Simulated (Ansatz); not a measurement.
Species: sum formula SiNH2Br2, net charge 0, doublet state. It need not be the lowest isomer of its formula. 
Coordinates optimised at B3LYP-D3(BJ)/def2-TZVP (Ansatz, an electronic-structure program):
```xyz
6

Si     0.4707    -0.1682     0.6931
Br    -0.3055    -1.7799    -0.6818
Br    -0.4640     1.8486     0.3064
N      2.1381    -0.0072     0.3691
H      2.7241    -0.8115     0.2060
H      2.6532     0.8135     0.6485
```
Charge 0, spin multiplicity 2.

Computed values are from Ansatz. Cores are frozen in the correlated levels unless marked. UHF or UKS for open shells. No spin-orbit coupling. The frozen core is the preceding noble-gas configuration, with the filled d and f shells of earlier blocks. No relativistic terms. CBS(X,Y): correlation extrapolated as X^-3; Hartree-Fock from the larger set. The bracket is a focal-point correction in the basis named.

| Quantity | Result |
|---|---|
| atomisation energy De | 1801.4 kJ/mol at RI-MP2/CBS(def2-TZVPP,def2-QZVPP)+[CCSD(T)-MP2]/def2-TZVPP |
| total energy | -5490.4271 Eh at RI-MP2/CBS(def2-TZVPP,def2-QZVPP)+[CCSD(T)-MP2]/def2-TZVPP |
| dipole moment | 2.69 D at CCSD(T)/def2-SVPD |
| T1 diagnostic | 0.014 at CCSD/def2-TZVPP |
